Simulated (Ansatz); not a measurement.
Basis-set extrapolation for `C1[SiH2]C[SiH2][SiH2]1` (PBE0-D4/def2-TZVP geometry, frozen core, the Gaussian-basis code of Ansatz). Multiplicity 1, RHF reference.

```
                      def2-TZVPP   def2-QZVPP
                 HF  -948.437943  -948.468279
    MP2 correlation    -0.721149    -0.770052
CCSD(T) correlation    -0.827111      not run
```

Energies in hartree. Use E(X) = E(∞) + A·exp(−7.88·√X) for Hartree–Fock and E(X) = E(∞) + B·X^(−2.97) for correlation, with X = 3 and 4, and add CCSD(T) minus MP2 of the smaller set to the MP2 limit.

Problem. What is the CCSD(T) energy at the basis-set limit?

Solution. HF limit: -948.468279 + (-0.030336) × 0.13774 = -948.47246. MP2 limit: -0.770052 + (-0.048903) × 0.74074 = -0.80628. Higher-order term: -0.827111 − (-0.721149) = -0.10596. Total: -949.38470 hartree, 3.26 eV below CCSD(T)/def2-TZVPP.
